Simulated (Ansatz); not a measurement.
Task: Predict a relaxed structure of (ClBe-mu-NH2)2 (Be₂N₂Cl₂H₄), charge 0, singlet, at PBE-D4/def2-SVP (Ansatz).

Result: 
```xyz
10

Be   -0.891    0.644    0.310
Cl   -2.404    1.732    0.506
N    -0.704   -1.040    0.115
Be    0.856   -0.621   -0.432
Cl    2.140   -1.558   -1.425
N     0.760    1.002    0.081
H    -1.339   -1.545   -0.519
H    -0.724   -1.583    0.993
H     1.282    1.216    0.945
H     1.024    1.751   -0.575
```
Point group C2v (tolerance 0.1 Å). This is one stationary point.
